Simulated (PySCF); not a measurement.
Dipole response of Ar⁺ (argon, charge +1)

[Ne] 3s2 3p4 4s1, high-spin 4P determinant (an excited configuration). Calculation: PySCF 2.14, in dyall-av3z (19s12p3d2f, 84 functions); scalar relativity by spin-free X2C-1e. Coupled (time-dependent) response in atomic units; α is the mean over directions.

```json
{"method": "UHF", "mean α (bohr³)": "118.5", "α xx, yy, zz": "127.3, 100.8, 127.3", "C₆ (like pair)": "999.2", "S(−4)": "14900"}
{"method": "PBE", "mean α (bohr³)": "96.88", "α xx, yy, zz": "102.5, 85.72, 102.5", "C₆ (like pair)": "759.7", "S(−4)": "9650"}
{"method": "PBE0", "mean α (bohr³)": "104.5", "α xx, yy, zz": "110.8, 91.82, 110.8", "C₆ (like pair)": "845.5", "S(−4)": "11270"}
{"method": "PW91", "mean α (bohr³)": "95.86", "α xx, yy, zz": "101.1, 85.31, 101.1", "C₆ (like pair)": "748.2", "S(−4)": "9447"}
```

S(−4) is the Cauchy moment in α(ω) = α(0) + S(−4) ω² + …

α(iu) at PBE0:

```tsv
u (hartree)	α(iu) (bohr³)
0	104.5
0.0500	82.59
0.100	51.76
0.200	22.88
0.300	13.46
0.500	7.277
0.750	4.603
1.00	3.263
1.50	1.882
2.00	1.211
3.00	0.6166
5.00	0.2515
```

For an ion, C₆ is the dispersion term alone; charge-induced terms of lower order in 1/R come first.

The components differ because the open shell of this determinant is not spherical; for a pure term their mean is the scalar polarisability.

The outer electron is Rydberg-like, and this basis confines it to a smaller radius and binds it less than a complete one would.
